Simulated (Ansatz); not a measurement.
`O[SiH](F)[SiH2][SiH3]` + H₂ → `O[SiH](F)[SiH3]` + SiH₄ at 500 K and 1 bar (hydrogenolysis of the Si–Si bond).

Program: Ansatz. Geometries: PBE0-D4/def2-TZVP. ΔE: electronic, gas phase. CBS: MP2 limit from def2 TZ/QZ plus the TZ coupled-cluster correction, frozen cores. This one scheme is used for every species. Each species was taken in one conformer, which may not be the lowest.

```json
{"species": "`O[SiH](F)[SiH2][SiH3]`", "CCSD(T)/CBS energy (Eh)": "-1046.52114", "H − E (kJ/mol)": "240.0", "S (J/(mol·K))": "489.3"}
{"species": "H₂", "CCSD(T)/CBS energy (Eh)": "-1.17544", "H − E (kJ/mol)": "41.0", "S (J/(mol·K))": "145.5"}
{"species": "`O[SiH](F)[SiH3]`", "CCSD(T)/CBS energy (Eh)": "-756.23815", "H − E (kJ/mol)": "178.6", "S (J/(mol·K))": "402.9"}
{"species": "SiH₄", "CCSD(T)/CBS energy (Eh)": "-291.46306", "H − E (kJ/mol)": "102.4", "S (J/(mol·K))": "230.9"}
```

H − E and S are ideal-gas, rigid-rotor, harmonic terms from PBE0-D4/def2-TZVP, for one conformer and one mirror image of each species. The MP2-based limit puts H₂ 0.8 mEh under its directly extrapolated value; such offsets cancel only in part. 1 Eh = 2625.50 kJ/mol, R = 8.31446 J/(mol·K).

Task: By hand: ΔE, ΔH, ΔS and ΔG.

Result: ΔE = (-756.23815) + (-291.46306) − (-1046.52114) − (-1.17544) = -0.00463 Eh = -12.2 kJ/mol. Δ(H − E) = 178.6 + 102.4 − 240.0 − 41.0 = 0.0, so ΔH = -12.2 kJ/mol. ΔS = 402.9 + 230.9 − 489.3 − 145.5 = -1.0 J/(mol·K). ΔG = -12.2 − 500 × (-1.0)/1000 = -11.7 kJ/mol.

Task: By hand: the equilibrium constant, and the temperature at which ΔG would vanish if ΔH and ΔS stayed fixed.

Result: log₁₀ K = −ΔG/(RT ln 10) = 1.2. ΔG = 0 at ΔH/ΔS = 12200 K, far beyond where these terms or the molecules hold.

The number of gas molecules stays the same, so ΔS is small and ΔH decides. A doubt of 5 kJ/mol in ΔE shifts log₁₀ K by 0.5 here. Other conformers and mirror images would add mixing entropy, several J/(mol·K) or more a flexible species. Modes under 60 cm⁻¹, often nearly free rotors, make the harmonic entropy too high. These are equilibria of isolated gas molecules and say nothing of rates. Largest T1 diagnostic: 0.013 (customary marks: 0.02 for closed shells, 0.045 for open ones).
